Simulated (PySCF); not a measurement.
Dipole response of Te (tellurium, neutral)

[Kr] 4d10 5s2 5p4, high-spin 3P determinant. Calculation: PySCF 2.14, in aug-cc-pwCVDZ-PP with ECP28MDF; a scalar-relativistic core potential. Coupled (time-dependent) response in atomic units; α is the mean over directions. A double-zeta set is small for polarisabilities.

```csv
method,mean α (bohr³),"α xx, yy, zz",C₆ (like pair),S(−4)
UHF,36.74,"34.28, 41.65, 34.28",406.5,284.9
PBE,39.43,"36.32, 45.66, 36.32",439.1,365.7
PBE0,38.14,"35.35, 43.74, 35.35",422.8,325.6
BP86,39.51,"36.47, 45.58, 36.47",439.3,367.4
wB97M-V,37.92,"35.15, 43.45, 35.15",412.3,339.8
```

S(−4) is the Cauchy moment in α(ω) = α(0) + S(−4) ω² + …

Reference α: 38 ± 4 bohr³ (recommended; Schwerdtfeger and Nagle, table of static dipole polarizabilities (2023 update)). Published C₆: 445.0 (Chu and Dalgarno (2004); Tang, Norbeck and Certain (1976)).

Spin-orbit coupling is absent.

α(iu) at PBE:

```
u (hartree)  α(iu) (bohr³)
          0          39.43
     0.0500          38.55
      0.100          36.21
      0.200          29.68
      0.300          23.36
      0.500          14.49
      0.750          8.729
       1.00          5.839
       1.50          3.256
       2.00          2.171
       3.00          1.251
       5.00         0.6153
```

A single London oscillator, α(iu) = α/(1 + u²/ω²), gives C₆ = (3/4) ω α². Matching the computed C₆ needs ω = 4 × 439.1 / (3 × 39.43²) = 0.377 hartree.

The components differ because the open shell of this determinant is not spherical; for a pure term their mean is the scalar polarisability.

Energies and moments cover only the electrons outside the core potential.
